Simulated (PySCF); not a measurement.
ClGe2H6N.
Geometry (PBE0-D3(BJ)/def2-SVP, Å), atoms numbered from 1 in this order:
```
atom  x, y, z in Å
N1    -1.665   -0.915    0.192
Ge2   -0.598    0.432   -0.415
Cl3   -0.976    2.315    0.650
Ge4    1.738   -0.074   -0.014
H5    -2.662   -0.754    0.067
H6    -1.497   -1.198    1.154
H7    -1.003    0.702   -1.873
H8     2.561    0.212   -1.282
H9     1.903   -1.556    0.367
H10    2.243    0.814    1.134
```

Jobs on this species (10 atoms, 94 electrons) with PySCF (density fitting). Hardware of each: one thread, Arm Neoverse V1 (aarch64) (shared host). The host was shared with other jobs, so the times are rough. Peak memory is the resident size of the whole Python process, interpreter and libraries included.

Question: Rank these jobs by wall time, shortest first.
A. delta-SCF UKS SCAN, pcX-1 on the ionised atom, pcseg-1 elsewhere, spin-free X2C; ΔSCF core ionisation, 3 holes; 138 basis functions
B. delta-SCF UKS B3LYP, pcX-2 on the ionised atom, pcseg-1 elsewhere, spin-free X2C; ΔSCF core ionisation, 3 holes; 158 basis functions
C. PBE0-D3(BJ)/def2-SVP, grid level 1; geometry optimisation from a GFN2-xTB start shaken at random; 126 basis functions

Answer: A (13 s), B (28 s), C (59 s).

All jobs:

```json
{"level and settings": "delta-SCF UKS PBE, pcX-2 on the ionised atom, pcseg-1 elsewhere, spin-free X2C", "work": "ΔSCF core ionisation, 3 holes", "basis functions": "158", "SCF cycles": "44", "wall time": "11 s", "peak memory": "0.45 GiB"}
{"level and settings": "delta-SCF UKS SCAN, pcX-1 on the ionised atom, pcseg-1 elsewhere, spin-free X2C", "work": "ΔSCF core ionisation, 3 holes", "basis functions": "138", "SCF cycles": "43", "wall time": "13 s", "peak memory": "0.45 GiB"}
{"level and settings": "delta-SCF UKS SCAN, def2-TZVP on the ionised atom, pcseg-1 elsewhere, spin-free X2C", "work": "ΔSCF core ionisation, 3 holes", "basis functions": "135", "SCF cycles": "42", "wall time": "14 s", "peak memory": "0.45 GiB"}
{"level and settings": "delta-SCF UKS SCAN, pcX-2 on the ionised atom, pcseg-1 elsewhere, non-relativistic", "work": "ΔSCF core ionisation, 3 holes", "basis functions": "158", "SCF cycles": "43", "wall time": "15 s", "peak memory": "0.45 GiB"}
{"level and settings": "delta-SCF UKS SCAN, pcX-2 on the ionised atom, pcseg-1 elsewhere, spin-free X2C", "work": "ΔSCF core ionisation, 3 holes", "basis functions": "158", "SCF cycles": "43", "wall time": "15 s", "peak memory": "0.52 GiB"}
{"level and settings": "delta-SCF UKS HF, pcX-2 on the ionised atom, pcseg-1 elsewhere, spin-free X2C", "work": "ΔSCF core ionisation, 3 holes", "basis functions": "158", "SCF cycles": "36", "wall time": "21 s", "peak memory": "0.67 GiB"}
{"level and settings": "delta-SCF UKS B3LYP, pcX-2 on the ionised atom, pcseg-1 elsewhere, spin-free X2C", "work": "ΔSCF core ionisation, 3 holes", "basis functions": "158", "SCF cycles": "38", "wall time": "28 s", "peak memory": "0.62 GiB"}
{"level and settings": "delta-SCF UKS PBE0, pcX-2 on the ionised atom, pcseg-1 elsewhere, spin-free X2C", "work": "ΔSCF core ionisation, 3 holes", "basis functions": "158", "SCF cycles": "38", "wall time": "28 s", "peak memory": "0.69 GiB"}
{"level and settings": "PBE0-D3(BJ)/def2-SVP, grid level 1", "work": "geometry optimisation from a GFN2-xTB start shaken at random", "basis functions": "126", "SCF cycles": "47", "wall time": "59 s", "peak memory": "0.53 GiB"}
```

Q: What do all jobs in the table cost together?

A: About 3.4 min; the longest takes about 29 % of that, and about 5.4 times as long as the shortest.
